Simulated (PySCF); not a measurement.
PySCF input (BP86/6-31G* with LANL2DZ past Ar (5d)):

```python
from pyscf import gto, dft

mol = gto.M(
    atom='''
    Ge    0.12479530   -0.15344757    0.38922737
    F    -1.03543107    1.26251534    0.24928679
    F     1.34647377    0.50266349   -0.81396818
    F    -0.75475931   -1.21958748   -0.81923815
    ''',
    basis={'default': '6-31g*', 'Ge': 'lanl2dz'},
    ecp={'Ge': 'lanl2dz'},
    charge=-1,
    spin=0,
    verbose=4,
)

mf = dft.RKS(mol, xc='bp86')
mf.grids.level = 3
mf.conv_tol = 1e-9
mf.max_cycle = 100
mf.max_memory = 1500
mf.kernel()
if not mf.converged:
    mf = mf.newton()
    mf.kernel(mf.make_rdm1())
mf.dip_moment()
```

From the last part of the output:

```
[INPUT]  4 F     -0.754759310000  -1.219587480000  -0.819238150000 AA   -1.426288385866  -2.304686322148  -1.548135734295 Bohr   0.0

nuclear repulsion = 78.459469076948
number of shells = 22
number of NR pGTOs = 93
number of NR cGTOs = 50
basis = {'default': '6-31g*', 'Ge': 'lanl2dz'}
ecp = {'Ge': 'lanl2dz'}

******** <class 'pyscf.dft.rks.RKS'> ********
method = RKS
initial guess = minao
damping factor = 0
level_shift factor = 0
DIIS = <class 'pyscf.scf.diis.CDIIS'>
diis_start_cycle = 1
diis_space = 8
diis_damp = 0
SCF conv_tol = 1e-09
SCF conv_tol_grad = None
SCF max_cycles = 100
direct_scf = True
direct_scf_tol = 1e-13
XC library pyscf.dft.libxc version 7.1.2
    S. Lehtola, C. Steigemann, M. J. T. Oliveira, and M. A. L. Marques,  SoftwareX 7, 1–5 (2018)
XC functionals = bp86
    A. D. Becke,  Phys. Rev. A 38, 3098 (1988)
    J. P. Perdew,  Phys. Rev. B 33, 8822 (1986)
    J. P. Perdew,  Phys. Rev. B 34, 7406–7406 (1986)
radial grids:
    Treutler-Ahlrichs [JCP 102, 346 (1995); DOI:10.1063/1.469408] (M4) radial grids

becke partition: Becke, JCP 88, 2547 (1988); DOI:10.1063/1.454033
pruning grids: <function nwchem_prune>
grids dens level: 3
symmetrized grids: False
atomic radii adjust function: <function treutler_atomic_radii_adjust>
small_rho_cutoff = 0
Set gradient conv threshold to 3.16228e-05
Initial guess from minao.
tot grids = 63432
init E= -291.276492931694
  HOMO = -0.101333942322682  LUMO = 0.0735886584254639  gap/eV = 4.75989
cycle= 1 E= -303.032277501318  delta_E= -11.8  |g|= 1.49  |ddm|= 2.89
  HOMO = 0.168049793301205  LUMO = 0.270118558414248  gap/eV = 2.77743
cycle= 2 E= -301.304045606526  delta_E= 1.73  |g|= 3.35  |ddm|= 3.18
  HOMO = 0.0180689594717869  LUMO = 0.216306834815764  gap/eV = 5.39433
cycle= 3 E= -303.447373813694  delta_E= -2.14  |g|= 0.08  |ddm|= 2.43
  HOMO = 0.0168358833491027  LUMO = 0.216456128630332  gap/eV = 5.43194
cycle= 4 E= -303.449427138825  delta_E= -0.00205  |g|= 0.0365  |ddm|= 0.165
  HOMO = 0.0180098922696743  LUMO = 0.216930877364104  gap/eV = 5.41292
cycle= 5 E= -303.449757491485  delta_E= -0.00033  |g|= 0.00541  |ddm|= 0.0368
  HOMO = 0.0183762575959499  LUMO = 0.217194448640204  gap/eV = 5.41012
cycle= 6 E= -303.449764211133  delta_E= -6.72e-06  |g|= 0.000755  |ddm|= 0.00457
  HOMO = 0.0182737486331241  LUMO = 0.217113698287144  gap/eV = 5.41071
cycle= 7 E= -303.449764291882  delta_E= -8.07e-08  |g|= 0.000189  |ddm|= 0.000436
  HOMO = 0.0182746289899001  LUMO = 0.217115802186321  gap/eV = 5.41074
cycle= 8 E= -303.449764296076  delta_E= -4.19e-09  |g|= 0.000114  |ddm|= 0.00018
  HOMO = 0.0182766969175709  LUMO = 0.217118721665433  gap/eV = 5.41077
cycle= 9 E= -303.449764298448  delta_E= -2.37e-09  |g|= 1.38e-05  |ddm|= 7.72e-05
  HOMO = 0.0182771862204198  LUMO = 0.217119131844482  gap/eV = 5.41076
cycle= 10 E= -303.449764298488  delta_E= -4.02e-11  |g|= 7.13e-07  |ddm|= 1.23e-05
  HOMO = 0.0182771411176006  LUMO = 0.217119071632201  gap/eV = 5.41076
Extra cycle  E= -303.449764298488  delta_E= -1.14e-13  |g|= 1.34e-06  |ddm|= 1.35e-06
converged SCF energy = -303.449764298488

WARN: System has nonzero charge -1; the dipole moment is origin-dependent.
Location of origin: [0. 0. 0.]

Dipole moment(X, Y, Z, Debye):  0.47876, -0.58869,  1.49320
```

The dipole moment of an ion depends on the origin.
